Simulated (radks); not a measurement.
Question: Spherical quantum dot in the effective-mass picture: electrons in a parabolic well V = omega^2 r^2 / 2 with omega = 0.278, all in effective atomic units (hartree* = m*/eps^2 hartree, bohr* = eps/m* bohr), one dielectric constant everywhere. Method: non-relativistic Kohn-Sham, PBE, spin-polarised, spherical densities; computed with a radial shooting solver with Libxc functionals. Levels are named by radial order and angular momentum (1s, 1p, 1d, 2s, ...), and open shells are averaged over m. At N = 1 the configuration is 1s(up 1, down 0). Does electron 2 go into 1p up or 1s down?

Answer: Into 1s down. The total energies of the other choices lie higher by 0.176 hartree* (1p up).
